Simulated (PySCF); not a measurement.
Compound: C₈H₁₀.
Geometry (PBE0-D3(BJ)/def2-SVP, Å), atoms numbered from 1 in this order:
```xyz
18
C8H10 angstrom
C      2.4163   -0.9176    3.2243
C      1.9094   -1.5586    2.1604
C      1.2166   -0.9351    1.0861
C      0.6207   -0.4303    0.1524
C     -0.1122    0.1797   -0.9377
C     -0.8604    1.5187   -0.7081
C     -1.9822    1.0001   -1.6246
C     -1.4669   -0.4300   -1.3867
H      2.3240    0.1659    3.3343
H      2.9378   -1.4667    4.0116
H      2.0257   -2.6475    2.0897
H      0.5518    0.2771   -1.8145
H     -0.3346    2.4441   -0.9855
H     -1.1910    1.5998    0.3381
H     -3.0205    1.2242   -1.3406
H     -1.8324    1.3167   -2.6685
H     -1.4476   -1.1344   -2.2312
H     -1.9721   -0.9110   -0.5360
```

Level: CAM-B3LYP/def2-SVPD in PySCF, non-relativistic, on one gas-phase PBE0-D3(BJ)/def2-SVP geometry that isn't relaxed in the solvent. The solvent is an IEF-PCM continuum (cavity from Bondi-type radii × 1.2), and excitations are vertical TDDFT with non-equilibrium linear response and a frozen core. Only the electrostatic response of the medium enters.

| run | E − E(gas) (kcal/mol) | HOMO (eV) | HOMO–LUMO gap (eV) | dipole (D) | lowest singlet (eV) | static polarisability (au) |
| --- | --- | --- | --- | --- | --- | --- |
| gas | 0.00 | -7.91 | 8.27 | 0.69 | 5.20 | 99.7 |
| P | -2.53 | -8.01 | 8.30 | 0.84 | 5.25 | 126.7 |
| Q | -1.36 | -7.95 | 8.29 | 0.78 | 5.22 | 113.5 |

Q: The runs were made in benzene and tetrahydrofuran. Which run belongs to which solvent?

A: P = tetrahydrofuran, Q = benzene. The dielectric constants are 2.271 (benzene), 7.426 (tetrahydrofuran), and the energy falls further as ε rises. The optical constants n² used for the excitations are 2.25, 1.97 in the same order. In this model the ground state sees the solvent through ε alone.

Q: How constant is the ratio of the lowering to (ε − 1)/(2ε + 1)?

A: 
| solvent | (ε − 1)/(2ε + 1) | E − E(gas) (kcal/mol) | ratio (kcal/mol) | polarisation term (kcal/mol) |
| --- | --- | --- | --- | --- |
| benzene | 0.229 | -1.36 | -5.9 | -1.44 |
| tetrahydrofuran | 0.405 | -2.53 | -6.2 | -2.83 |

The ratio changes by +5.1 % in size from benzene to tetrahydrofuran. The polarisation term is half the interaction of the solute with the induced surface charges.
